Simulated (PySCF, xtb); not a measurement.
trans-(1S,2S)-1-ethenyl-2-fluorocyclopropane (C₅H₇F), SMILES [C@@H]1([C@@H](F)C1)C=C. Other conformers were not sampled.

Harmonic wavenumbers (cm⁻¹) from GFN2-xTB (xtb 6.7.1) at its own minimum, in rising order: 86, 180, 273, 369, 424, 523, 688, 814, 850, 865, 889, 970, 1013, 1020, 1028, 1068, 1078, 1129, 1183, 1221, 1265, 1308, 1370, 1419, 1452, 1707, 3040, 3049, 3074, 3098, 3103, 3117, 3137.

### Question
What does PBE-D3(BJ)/def2-SVP (PySCF) give at its own minimum? (Estimate from the structure and the level; the computed values follow.)

### Answer
101, 181, 261, 363, 430, 533, 701, 752, 786, 830, 879, 946, 971, 976, 1004, 1031, 1066, 1128, 1176, 1201, 1254, 1299, 1339, 1391, 1426, 1670, 3066, 3072, 3078, 3084, 3092, 3166, 3173. Paired by order, the mean absolute difference is 23 cm⁻¹ and the zero-point energies are 65.5 and 64.9 kcal/mol.
